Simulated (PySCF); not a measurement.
SMILES N#C/C=C\S (C₃H₃NS), B3LYP/def2-SVP optimised geometry.

```
8

N      2.21    -0.89     0.00
C      1.05    -0.91     0.00
C     -0.38    -0.91     0.00
C     -1.12     0.22     0.00
S     -0.60     1.88     0.00
H     -0.88    -1.88     0.00
H     -2.21     0.13     0.00
H      0.74     1.64     0.00
```

Density from B3LYP/def2-TZVP (PySCF) at that geometry.

Minimum of the electron density along straight lines between bonded atoms, close to the bond critical point (lines longer than 1.1 times the sum of covalent radii, or with two minima, are not listed):

```tsv
bond	length / Å	ρ at the minimum / e bohr⁻³	∇²ρ there / e bohr⁻⁵	position (fraction from the first atom)
N1–C2	1.163	0.487	-0.37	0.65
C2–C3	1.425	0.288	-0.83	0.54
C3–C4	1.354	0.336	-0.99	0.49
C4–S5	1.743	0.208	-0.43	0.50
C3–H6	1.093	0.279	-0.98	0.65
C4–H7	1.094	0.283	-1.00	0.65
S5–H8	1.356	0.215	-0.63	0.65
```
